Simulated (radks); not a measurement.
The numbers below are computed, except where a source is named.
Species: the caesium ion Cs+. Configuration: [Xe].

Level of theory: scalar-relativistic Kohn-Sham, PBEsol, spin-polarised, spherical densities, finite nucleus; Fermi nuclear charge, rms radius 4.8041 fm (a radial shooting solver on a logarithmic mesh with Libxc functionals).

Energy parts (Ry):
| part | energy |
|---|---|
| total | -15566.7403 |
| kinetic | 16398.8275 |
| electron-nucleus | -37655.3507 |
| Hartree | 6067.2664 |
| exchange-correlation | -377.4834 |

Orbitals (lengths in bohr, moments of r in powers of bohr; r(max) is where P^2 peaks):
orbital  occ.  eigenvalue (Ry)      <r^4>      <r>   r(max)
1s          2        -2630.139  2.248e-06  0.02612  0.01679
2s          2        -412.9201  0.0003782   0.1122  0.09492
2p          6        -370.5283  0.0002745  0.09823  0.07620
3s          2        -86.13307    0.01587   0.2992   0.2727
3p          6        -72.48955    0.01662   0.2971   0.2667
3d         10        -52.44292    0.01419   0.2736   0.2204
4s          2        -16.55360     0.4349   0.6949   0.6426
4p          6        -12.18968     0.5853   0.7396   0.6730
4d         10         -5.83749      1.112   0.8370   0.7209
5s          2         -2.35047      17.34    1.737    1.542
5p          6         -1.37333      37.35    2.068    1.777

The highest occupied level is 5p at -18.685 eV. The electron density at the nucleus is 3.06e+05 e/bohr^3 (large components only). Summed over all electrons, <r^2> = 50.80 bohr^2, which gives a Langevin (diamagnetic) susceptibility term of -40.2 x 10^-6 cm^3/mol. The density falls to 0.001 e/bohr^3 at r = 4.03 bohr.
